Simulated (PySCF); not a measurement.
C6H7ClF2.
Atom-mapped SMILES: `[F:1][CH:2]([F:3])[C@@H:4]1[CH2:5][CH:6]=[C:7]([Cl:8])[CH2:9]1` (hydrogens: H10 on C2; H11 on C4; H12, H13 on C5; H14 on C6; H15, H16 on C9)

Structure optimised with GFN2-xTB, isolated species.

(1) Give the optimised bond lengths and angles.

## Answers

(1) 
```
  bond  length (pm)
 F1–C2        135.6
 C2–F3        135.6
 C2–C4        152.5
 C4–C5        154.3
 C5–C6        150.0
 C6=C7        132.4
C7–Cl8        171.4
 C7–C9        150.2
 C4–C9        153.9
C2–H10        110.1
C4–H11        109.1
C5–H12        109.1
C5–H13        109.2
C6–H14        107.4
C9–H15        109.0
C9–H16        109.2
```

A selection of angles:
```
    angle  degrees
 F1–C2–F3    105.9
 F1–C2–C4    110.9
 F3–C2–C4    111.0
 C2–C4–C5    109.7
 C2–C4–C9    109.7
 C5–C4–C9    105.5
 C4–C5–C6    103.9
 C5–C6–C7    111.0
C6–C7–Cl8    126.9
 C6–C7–C9    113.1
Cl8–C7–C9    120.0
 C4–C9–C7    102.8
```

Dihedral angles: F1–C2–C4–C5 179° (antiperiplanar); C2–C4–C5–C6 -100° (anticlinal); C4–C5–C6–C7 -12° (synperiplanar); C5–C6–C7–Cl8 -179° (antiperiplanar); C6–C7–C9–C4 12° (synperiplanar); C2–C4–C9–C7 100° (anticlinal).

Of the pairs four or more bonds apart, F3···H12 is among the closest relative to their van der Waals radii: 2.50 Å, 94 % of the sum of Bondi's values. The 5-membered ring C4–C5–C6–C7–C9 has internal angles of 102.8° to 113.1°; it is puckered, 0.09 Å rms from its mean plane, widest ring torsion 18°. The 6 C–C bonds span 1.324 Å (C6=C7, drawn double) to 1.543 Å (C4–C5, drawn single), a spread of 0.219 Å.

Point group: C1 (no symmetry element, even within 0.4 Å). Whether it is a minimum is left open (no frequencies). One conformer, not necessarily the lowest.

The numbers are calculated, not measured.
